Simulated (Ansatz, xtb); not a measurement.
## Two isomers of C4H11GeP

Structure X is `C=C[P]([GeH3])CC`, a singlet and structure Y is `C=CC[CH2][GeH2][PH2]`, a singlet. Both are isolated molecules in the gas phase, relaxed with r2SCAN-D4/def2-SVP, each in the lowest conformer that the search found.

Problem. Which of the two would you expect CCSD(T)/def2-SVP + ΔMP2/def2-TZVPP electronic energies to favour?

Solution. Structure Y; the calculation gives E(Y) − E(X) = −5.74 kJ/mol.

How the difference moves with the method:

```
                             level            geometry  E(Y) − E(X) (kJ/mol)  departure from the last row (kJ/mol)  job, with rough time for the two
                          GFN2-xTB            GFN2-xTB                   −1.66                                 +4.08              optimisation, 0.36 s
                         HF/STO-3G            GFN2-xTB                  +15.76                                +21.51              single point, 0.38 s
      r2SCAN-D4/def2-SVP//GFN2-xTB            GFN2-xTB                   −3.64                                 +2.10               single point, 2.4 s
                r2SCAN-D4/def2-SVP  r2SCAN-D4/def2-SVP                   −3.18                                 +2.57                optimisation, 41 s
                       HF/def2-SVP  r2SCAN-D4/def2-SVP                  −19.94                                −14.19           part of the CCSD(T) run
                      MP2/def2-SVP  r2SCAN-D4/def2-SVP                   −9.06                                 −3.32           part of the CCSD(T) run
                  CCSD(T)/def2-SVP  r2SCAN-D4/def2-SVP                  −12.91                                 −7.17                      single point
CCSD(T)/def2-SVP + ΔMP2/def2-TZVPP  r2SCAN-D4/def2-SVP                   −5.74                                                      single point, 41 s
```

As drawn, Y has 1 C–C, 1 C–Ge, 2 P–H in place of 2 C–P, 1 C–H, 1 Ge–H.

HF/STO-3G puts the two in the other order. GFN2-xTB finds them nearly level. The largest departure from CCSD(T)/def2-SVP + ΔMP2/def2-TZVPP is that of HF/STO-3G, 21.51 kJ/mol. The last row adds to CCSD(T) the change of the MP2 difference between the two basis sets, here +7.17 kJ/mol.

With thermal terms from frequencies at re-optimised GFN2-xTB minima (ideal gas, soft modes damped towards free rotors, one conformer each, 298.15 K, 1 atm): the zero-point term adds −2.73 kJ/mol; ΔH is −8.54 and ΔG −10.55 kJ/mol.

The correlated steps freeze 18 core orbitals; the filled d shell of Ge is correlated, in a basis made for valence electrons. Run with Ansatz 0.2.0, xtb 6.7.1; the last row on 4 threads of Intel(R) Xeon(R) 6975P-C (Granite Rapids) on a shared host.
